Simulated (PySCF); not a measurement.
A structure optimised at PBE-D3(BJ)/def2-TZVP, used in a PySCF frequency run:

```
O
H 1 0.9758
Cu 1 1.7858 2 106.09
```
Charge 0, spin multiplicity 1.

Write its SMILES, formula and point group.

[OH][Cu], CuHO, Cs

What are its rotational constants (standard atomic weights)?

618.98, 11.568, 11.356 GHz
